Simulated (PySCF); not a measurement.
F3Ga, SMILES [F][Ga-]([F])[F], charge -1, multiplicity 2. Coordinates come from a PBE-D3(BJ)/def2-SVPD optimisation.

Calculation: PBE-D3(BJ)/def2-SVPD run with PySCF.

Harmonic wavenumbers (cm⁻¹): 156, 156, 199, 497, 518, 518. Rotational constants (GHz): 5.041, 5.041, 2.953; symmetry number 3.

Problem. Work out the zero-point energy and the ideal-gas rigid-rotor harmonic-oscillator thermochemistry at 298.15 K and 1 atm.

Solution. ZPE = ½ Σ hcν = ½ × 2044 cm⁻¹ = 2.92 kcal/mol. H − E(el) = 6.85 kcal/mol. Entropy in cal/(mol K): translation 40.42, rotation 23.68, vibration 9.23, spin 1.38, total 74.71. G − E(el) = -15.43 kcal/mol. Cp = 17.26 cal/(mol K).
